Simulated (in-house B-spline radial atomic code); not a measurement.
Whole-atom quantities along the 33-electron series, configuration 1s2 2s2 2p6 3s2 3p6 3d10 4s2 4p1/2(2) 4p3/2(1). Breit and QED terms are first order and not part of the total energy; the density at the nucleus is averaged over the nuclear charge. Computed with a radial B-spline atomic code at the basis-set limit: Dirac-Hartree-Fock, jj configuration that fills j = l - 1/2 first, finite nuclei.

| ion | Z | E/Z² (Eh) | Σ<r²> (bohr²) | n(0)/Z³ (bohr⁻³) | Lamb diamagnetic shielding (ppm) | repulsion over attraction | Breit energy (eV) | self-energy (eV) | vacuum polarisation (eV) |
| --- | --- | --- | --- | --- | --- | --- | --- | --- | --- |
| As | 33 | -2.0748 | 41.578 | 0.9702 | 2935.68 | 0.16249 | 28.635 | 21.245 | -2.0505 |
| Se+ | 34 | -2.1005 | 31.196 | 0.99086 | 3056.37 | 0.16032 | 31.729 | 23.572 | -2.317 |
| Br2+ | 35 | -2.1256 | 25.182 | 1.0127 | 3176.89 | 0.15791 | 35.052 | 26.076 | -2.6096 |
| Kr3+ | 36 | -2.1498 | 21.114 | 1.0355 | 3297.47 | 0.15537 | 38.612 | 28.765 | -2.93 |
| Rb4+ | 37 | -2.1734 | 18.134 | 1.0593 | 3418.27 | 0.15277 | 42.418 | 31.647 | -3.2802 |
| Sr5+ | 38 | -2.1962 | 15.839 | 1.0841 | 3539.38 | 0.15015 | 46.478 | 34.731 | -3.6622 |
| Zr7+ | 40 | -2.2399 | 12.516 | 1.1367 | 3782.75 | 0.14492 | 55.398 | 41.54 | -4.5298 |
| Nb8+ | 41 | -2.2608 | 11.272 | 1.1638 | 3905.12 | 0.14234 | 60.277 | 45.283 | -5.02 |
| Mo9+ | 42 | -2.2811 | 10.22 | 1.1911 | 4027.99 | 0.13981 | 65.446 | 49.265 | -5.551 |
| Tc10+ | 43 | -2.3008 | 9.3186 | 1.2219 | 4151.4 | 0.13732 | 70.915 | 53.495 | -6.1256 |
| Ru11+ | 44 | -2.32 | 8.5391 | 1.2519 | 4275.39 | 0.13488 | 76.693 | 57.983 | -6.746 |
| Rh12+ | 45 | -2.3387 | 7.8587 | 1.285 | 4399.98 | 0.1325 | 82.791 | 62.741 | -7.4157 |
| Pd13+ | 46 | -2.357 | 7.2603 | 1.3186 | 4525.21 | 0.13016 | 89.217 | 67.779 | -8.1372 |
| Ag14+ | 47 | -2.3748 | 6.7304 | 1.3547 | 4651.11 | 0.12789 | 95.982 | 73.107 | -8.914 |
| Cd15+ | 48 | -2.3921 | 6.2584 | 1.3901 | 4777.7 | 0.12566 | 103.09 | 78.739 | -9.7488 |
| In16+ | 49 | -2.4091 | 5.8357 | 1.4296 | 4905.02 | 0.12349 | 110.57 | 84.685 | -10.646 |
| Sn17+ | 50 | -2.4256 | 5.4555 | 1.4694 | 5033.09 | 0.12138 | 118.4 | 90.958 | -11.609 |
| Sb18+ | 51 | -2.4418 | 5.112 | 1.5113 | 5161.95 | 0.11932 | 126.62 | 97.571 | -12.641 |
| Te19+ | 52 | -2.4577 | 4.8004 | 1.5533 | 5291.63 | 0.11731 | 135.23 | 104.54 | -13.746 |
| I20+ | 53 | -2.4733 | 4.5167 | 1.6 | 5422.16 | 0.11535 | 144.23 | 111.87 | -14.93 |
| Xe21+ | 54 | -2.4886 | 4.2576 | 1.6472 | 5553.56 | 0.11344 | 153.65 | 119.58 | -16.197 |
| Cs22+ | 55 | -2.5035 | 4.0203 | 1.6976 | 5685.89 | 0.11158 | 163.49 | 127.69 | -17.55 |
| Ba23+ | 56 | -2.5183 | 3.8022 | 1.7493 | 5819.16 | 0.10976 | 173.75 | 136.21 | -18.996 |
| La24+ | 57 | -2.5327 | 3.6014 | 1.8045 | 5953.42 | 0.10799 | 184.47 | 145.16 | -20.541 |
| Ce25+ | 58 | -2.547 | 3.4159 | 1.8618 | 6088.69 | 0.10626 | 195.63 | 154.55 | -22.188 |
| Pr26+ | 59 | -2.561 | 3.2443 | 1.9225 | 6225.03 | 0.10457 | 207.26 | 164.41 | -23.946 |

Question: With what power of Z does the column «Σ<r²> (bohr²)» change over this range?

Answer: A fit of the logarithm of its size against log Z from Z = 33 to 59 has slope -4.05. Unscreened non-relativistic hydrogenic orbitals would give -2.
